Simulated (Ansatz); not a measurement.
Cyclo-(X2GeNH)n: B3LYP-D4/6-31G single points in Ansatz on relaxed structures, gas phase. Binding counts from free atoms in the multiplicity of their measured ground term, without zero-point energy. The structures are stationary points that may keep the symmetry of their start.

```
                      species  atoms    state           geometry  HOMO (eV)  LUMO (eV)  gap (eV)  binding per atom (eV)  point group (within 0.1 Å)
    cyclo-(H2GeNH)2 (Ge2N2H6)     10  singlet  B3LYP-D4/def2-SVP      -6.29      -0.60      5.69                   2.97                         C2h
  cyclo-(F2GeNH)3 (Ge3N3F6H3)     15  singlet    PBE-D4/def2-SVP      -9.17      -2.65      6.52                   3.77                           –
cyclo-(Me2GeNH)3 (C6H21Ge3N3)     33  singlet    PBE-D4/def2-SVP      -5.68       0.93      6.61                   3.80                           –
```

The gap (eV) runs from 5.69 (cyclo-(H2GeNH)2) to 6.61 (cyclo-(Me2GeNH)3).
